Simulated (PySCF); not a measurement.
The multiplicity is imposed and other spin states were not computed.

Cartesian coordinates (Å):
```xyz
7

Ag     0.0054    -0.0138    -0.0018
N      0.7873    -2.0093    -0.2614
H      1.5407    -2.0410    -0.9514
H      0.0709    -2.6654    -0.5790
H      1.1689    -2.3895     0.6072
C     -0.7152     1.8251     0.2375
N     -1.1389     2.9064     0.3781
```
Charge 0, multiplicity 1.

Task: Estimate the HOMO–LUMO gap, charge on the central atom (Mulliken) and dipole moment that PySCF 2.14.0 with PBE-D3(BJ)/def2-TZVP // r2SCAN-D4/def2-SVP returns for this input.

Result: 
The HOMO–LUMO gap is 4.20 eV and the charge on the central atom (Mulliken) is 0.13 e. The dipole moment comes out as 11.21 D.
